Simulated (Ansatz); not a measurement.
Geometry optimisation, RKS BLYP-D4/def2-SVP (Ansatz 0.2.0).

Input:

```yaml
crystal:
  periodic: [false, false, false]
  atoms:
    - { symbol: O, position_ang: [0.6108, -1.85, 1.1248] }
    - { symbol: C, position_ang: [0.797, -0.7617, 0.2278] }
    - { symbol: S, position_ang: [2.1648, -0.7135, -0.6281] }
    - { symbol: Al, position_ang: [-0.4509, 0.6873, -0.0289] }
    - { symbol: O, position_ang: [-0.1809, 2.0358, -1.2184] }
    - { symbol: F, position_ang: [-2.0753, 0.6585, 0.889] }
    - { symbol: H, position_ang: [-0.2705, -1.8506, 1.6502] }
    - { symbol: H, position_ang: [-0.5028, 1.7371, -2.0721] }
basis:
  gaussian: { orbitals: def2-SVP }
hamiltonian:
  xc: blyp
  dispersion: d4
relax:
  f_tol: 0.015
  max_steps: 40
```

Launched with:

```bash
$ ansatz run input.yaml --threads 2 --pin off --max-ram 3072MiB --backend cpu --events-out ev --progress --plain --runs-dir out
```

Question: Where does it end, and by what steps?

Answer: It converged. After 13 steps the energy has fallen by 0.925 eV; H8 moved furthest, 0.73 Å.

```csv
step,energy less start (eV),largest force component (eV/Å),accepted
0,0.0000,2.961,yes
1,-0.5045,1.730,yes
2,-0.6806,1.394,yes
3,-0.7437,0.775,yes
4,-0.7807,0.944,yes
5,-0.8683,0.371,yes
6,-0.8831,0.234,yes
7,-0.7639,2.504,no
8,-0.9076,0.166,yes
9,-0.9184,0.479,yes
10,-0.9248,0.043,yes
11,-0.9251,0.034,yes
12,-0.9254,0.033,yes
13,-0.9255,0.009,yes
```

```xyz
8
Properties=species:S:1:pos:R:3
O 0.665 -1.757 1.148
C 0.698 -0.779 0.210
S 1.975 -0.661 -0.841
Al -0.680 0.608 -0.069
O -0.589 1.811 -1.274
F -2.007 0.577 0.956
H -0.162 -1.666 1.672
H 0.192 1.811 -1.857
```

Run time: 35 s on 2 threads of Arm Neoverse V2, with other jobs on the host, peak memory 0.18 GiB.
